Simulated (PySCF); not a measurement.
## Working out the ionisation energy of Zn+

Zn+ [Ar] 3d10 4s1 (2S) → Zn(2+) [Ar] 3d10 (1S). All numbers are calculated (PySCF 2.14, scalar relativity through the core potential, in aug-cc-pVQZ-PP with ECP10MDF (7s7p6d4f3g2h, 135 functions)). Frozen: 3s2 3p6. Energies in hartree (1 hartree = 27.21139 eV):

```json
{"part": "UHF", "Zn+ (lower)": "-225.677638", "Zn(2+) (upper)": "-225.058372"}
{"part": "MP2 opposite-spin", "Zn+ (lower)": "-0.336063", "Zn(2+) (upper)": "-0.312947"}
{"part": "MP2 same-spin", "Zn+ (lower)": "-0.187889", "Zn(2+) (upper)": "-0.171718"}
```

Q: What does Hartree-Fock give?

A: (-225.058372) − (-225.677638) = 0.619266 hartree = 16.851 eV.

Q: What do MP2 and SCS-MP2 (6/5 opposite-spin, 1/3 same-spin) give?

A: The opposite-spin parts differ by 0.629 eV and the same-spin parts by 0.440 eV. MP2: 16.851 + (0.629) + (0.440) = 17.920 eV. SCS-MP2: 16.851 + 1.2 × (0.629) + (0.440)/3 = 17.752 eV.

Measured between the centres of the two terms (NIST): 17.964 eV, so MP2 (valence) is off by -0.044 eV.

What remains against the reference includes basis incompleteness, the frozen core and correlation beyond second order.
